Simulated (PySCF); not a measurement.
C$_{4}$H$_{12}$ClNSi (SMILES CC(C)(C)N[SiH2]Cl), singlet, at a GFN2-xTB geometry, with bond 8-1 at 1.4 times its length; CASSCF(2,2)+NEVPT2/STO-3G (PySCF).

The PySCF input:
```python
from pyscf import gto, scf, mcscf, mrpt
import numpy

mol = gto.M(
    atom='''
Si    1.419907    0.709529    0.212515
Cl    1.964216   -0.463459   -1.358706
N     0.003244    0.184043    1.009390
C    -1.321016   -0.092175    0.467604
C    -2.348726    0.179087    1.571782
C    -1.596327    0.824286   -0.721270
C    -1.408124   -1.558200    0.023221
H     1.170053    2.579920   -0.571772
H     2.473524    0.630468    1.215784
H     0.120986   -0.267349    1.903736
H    -2.179445   -0.478864    2.422092
H    -2.267656    1.209129    1.910674
H    -3.356984    0.010219    1.203016
H    -2.608036    0.665526   -1.085808
H    -0.902351    0.617409   -1.531211
H    -1.490285    1.864250   -0.424231
H    -1.217729   -2.221754    0.864534
H    -0.666450   -1.756852   -0.746202
H    -2.394935   -1.778607   -0.375664
''',
    basis='sto-3g',
    charge=0,
    spin=0,
    verbose=4,
)

mf = scf.RHF(mol)
mf.kernel()
mc = mcscf.CASSCF(mf, 2, 2)
mc.fix_spin_(ss=0.0)
mc.kernel()
occ = numpy.linalg.eigvalsh(mc.fcisolver.make_rdm1(mc.ci, mc.ncas, mc.nelecas))[::-1]
ss = mc.fcisolver.spin_square(mc.ci, mc.ncas, mc.nelecas)[0]
print('natural occupations', occ.round(4), ' <S^2>', round(ss, 4))
e2 = mrpt.NEVPT(mc).kernel()
print('E(NEVPT2) = %.10f' % (mc.e_tot + e2))
```

It wrote (shortened):

```
PySCF version 2.14.0

[INPUT] verbose = 4
[INPUT] num. atoms = 19
[INPUT] num. electrons = 74
[INPUT] charge = 0
[INPUT] spin (= nelec alpha-beta = 2S) = 0
[INPUT] symmetry False subgroup None
[INPUT] Mole.unit = angstrom
[INPUT] Symbol           X                Y                Z      unit          X                Y                Z       unit  Magmom
[...]
nuclear repulsion = 475.703086942996
number of shells = 37
number of NR pGTOs = 165
number of NR cGTOs = 55
basis = sto-3g
ecp = {}

******** <class 'pyscf.scf.hf.RHF'> ********
method = RHF
initial guess = minao
damping factor = 0
level_shift factor = 0
DIIS = <class 'pyscf.scf.diis.CDIIS'>
diis_start_cycle = 1
diis_space = 8
diis_damp = 0
SCF conv_tol = 1e-09
SCF conv_tol_grad = None
SCF max_cycles = 50
direct_scf = True
direct_scf_tol = 1e-13
Set gradient conv threshold to 3.16228e-05
Initial guess from minao.
init E= -951.068277670851
[...]
cycle= 1 E= -950.46018635503  delta_E= 0.608  |g|= 0.392  |ddm|=    5
[...]
cycle= 2 E= -950.523946795638  delta_E= -0.0638  |g|= 0.104  |ddm|= 0.779
[...]
cycle= 3 E= -950.528254945683  delta_E= -0.00431  |g|= 0.0289  |ddm|= 0.196
[...]
cycle= 4 E= -950.528667268667  delta_E= -0.000412  |g|= 0.00397  |ddm|= 0.0671
[...]
cycle= 5 E= -950.528678350623  delta_E= -1.11e-05  |g|= 0.00126  |ddm|= 0.011
[...]
cycle= 6 E= -950.528679515849  delta_E= -1.17e-06  |g|= 0.000244  |ddm|= 0.00383
[...]
cycle= 7 E= -950.528679565861  delta_E= -5e-08  |g|= 3.9e-05  |ddm|= 0.000904
[...]
cycle= 8 E= -950.528679566957  delta_E= -1.1e-09  |g|= 1.25e-05  |ddm|= 0.000109
[...]
cycle= 9 E= -950.52867956709  delta_E= -1.33e-10  |g|= 2.99e-06  |ddm|= 4.34e-05
[...]
Extra cycle  E= -950.528679567094  delta_E= -3.41e-12  |g|= 1.36e-06  |ddm|= 7.66e-06
converged SCF energy = -950.528679567094

******** <class 'pyscf.mcscf.mc1step.CASSCF'> ********
CAS (1e+1e, 2o), ncore = 36, nvir = 17
max_cycle_macro = 50
max_cycle_micro = 4
conv_tol = 1e-07
conv_tol_grad = None
orbital rotation max_stepsize = 0.02
orbital rotation threshold for CI restart = 0.01
augmented hessian ah_max_cycle = 30
augmented hessian ah_conv_tol = 1e-12
augmented hessian ah_linear dependence = 1e-14
augmented hessian ah_level shift = 1e-08
augmented hessian ah_start_tol = 2.5
augmented hessian ah_start_cycle = 3
augmented hessian ah_grad_trust_region = 3
kf_trust_region = 3
kf_interval = 4
ci_response_space = 4
ci_grad_trust_region = 3
with_dep4 0
natorb = False
canonicalization = True
sorting_mo_energy = False
ao2mo_level = 2
internal_rotation = False
******** <class 'pyscf.fci.addons.SpinPenaltyFCISolver'> ********
max. cycles = 50
conv_tol = 1e-08
davidson only = True
linear dependence = 1e-12
level shift = 0.001
max iter space = 12
nroots = 1
pspace_size = 400
spin = None
CASCI E = -950.533397922483  S^2 = 0.0000000
Set conv_tol_grad to 0.000316228
macro iter   1 ( 21 JK    4 micro), CASSCF E = -950.556353585108  dE = -2.29556626e-02  S^2 = 0.0000000
               |grad[o]|=0.0179  |grad[c]|=0.0279  |ddm|=0.0852  |maxRot[o]|=0.304
macro iter   2 ( 20 JK    4 micro), CASSCF E = -950.567167206980  dE = -1.08136219e-02  S^2 = 0.0000000
               |grad[o]|=0.0357  |grad[c]|=0.0112  |ddm|=0.0307  |maxRot[o]|=0.179
macro iter   3 ( 18 JK    4 micro), CASSCF E = -950.571283510128  dE = -4.11630315e-03  S^2 = 0.0000000
               |grad[o]|=0.0196  |grad[c]|=0.00343  |ddm|=0.00982  |maxRot[o]|=0.139
macro iter   4 ( 10 JK    4 micro), CASSCF E = -950.571701314701  dE = -4.17804573e-04  S^2 = 0.0000000
               |grad[o]|=0.00632  |grad[c]|=0.0013  |ddm|=0.00181  |maxRot[o]|=0.0484
macro iter   5 (  5 JK    2 micro), CASSCF E = -950.571720902509  dE = -1.95878079e-05  S^2 = 0.0000000
               |grad[o]|=0.00133  |grad[c]|=9.07e-05  |ddm|=0.000352  |maxRot[o]|=0.0117
macro iter   6 (  3 JK    1 micro), CASSCF E = -950.571720979968  dE = -7.74592763e-08  S^2 = 0.0000000
               |grad[o]|=8.6e-05  |grad[c]|=1.33e-05  |ddm|=2.59e-05  |maxRot[o]|=0.00076
1-step CASSCF converged in   6 macro ( 77 JK  19 micro) steps
CASSCF canonicalization
Density matrix diagonal elements [1.87469946 0.12530054]
CASSCF energy = -950.571720979968
CASCI E = -950.571720979968  E(CI) = -1.23398682812558  S^2 = 0.0000000
natural occupations [1.8748 0.1252]  <S^2> 0.0

******** <class 'pyscf.mrpt.nevpt2.NEVPT'> ********
NEVPT2 (1e+1e, 2o), ncore = 36, nvir = 17
root = 0
Natural occ [1.87480443 0.12519557]
Natural orbital (expansion on meta-Lowdin AOs) in CAS space
               #1        #2
0 Si 1s         -0.00019  -0.00074
0 Si 2s         -0.00320   0.00265
0 Si 3s         -0.31743  -0.39281
0 Si 2px        -0.00039  -0.00113
0 Si 2py         0.00532   0.01166
0 Si 2pz        -0.00356  -0.00641
0 Si 3px         0.07136   0.07283
0 Si 3py        -0.47691  -0.51156
0 Si 3pz         0.23377   0.25449
1 Cl 1s          0.00008   0.00010
1 Cl 2s         -0.00121  -0.00160
1 Cl 3s          0.02913   0.03447
1 Cl 2px         0.00086   0.00104
1 Cl 2py        -0.00296  -0.00340
1 Cl 2pz        -0.00068  -0.00111
1 Cl 3px        -0.04057  -0.04732
1 Cl 3py         0.14219   0.15732
1 Cl 3pz         0.03029   0.04825
2 N 1s          -0.00052  -0.00079
2 N 2s           0.05811   0.06627
2 N 2px          0.03012   0.03619
2 N 2py          0.12542   0.12187
2 N 2pz         -0.01120  -0.01712
3 C 1s          -0.00002  -0.00008
3 C 2s           0.00261   0.00513
3 C 2px         -0.00239  -0.00163
3 C 2py          0.00570   0.00859
3 C 2pz         -0.00207  -0.00347
4 C 1s          -0.00001  -0.00002
4 C 2s           0.00019   0.00073
4 C 2px         -0.00076  -0.00008
4 C 2py         -0.00341  -0.00366
4 C 2pz          0.00303   0.00340
5 C 1s          -0.00022  -0.00008
5 C 2s           0.00906  -0.00088
5 C 2px          0.00967   0.00300
5 C 2py          0.01994   0.00398
5 C 2pz         -0.01630  -0.01893
6 C 1s          -0.00015  -0.00013
6 C 2s           0.01036   0.00930
6 C 2px          0.00002   0.00030
6 C 2py          0.01502   0.01316
6 C 2pz          0.00681   0.00687
7 H 1s          -0.74374   0.66737
8 H 1s           0.10471   0.11063
9 H 1s          -0.05120  -0.06185
10 H 1s          0.00048   0.00121
11 H 1s          0.00030  -0.00014
12 H 1s         -0.00074  -0.00136
13 H 1s         -0.01158  -0.00671
14 H 1s          0.00529   0.00445
15 H 1s          0.00166  -0.00017
16 H 1s          0.00053   0.00154
17 H 1s         -0.00032  -0.00072
18 H 1s         -0.00593  -0.00600
<CAS-nat-orb|mo-hf>  37     36       0.61624158
<CAS-nat-orb|mo-hf>  37     37       0.63556270
<CAS-nat-orb|mo-hf>  38     38       0.98039979
Sr    (-1)',   E = 0.00000000000184
Si    (+1)',   E = 0.00000000000047
Sijrs (0)  ,   E = -0.27411770777930
Sijr  (+1) ,   E = -0.00777291928192
Srsi  (-1) ,   E = -0.00291997897569
Srs   (-2) ,   E = -0.00015214940736
Sij   (+2) ,   E = -0.00039149743370
Sir   (0)' ,   E = -0.00188363946122
Nevpt2 Energy = -0.287237892336883
E(NEVPT2) = -950.8589588723
```
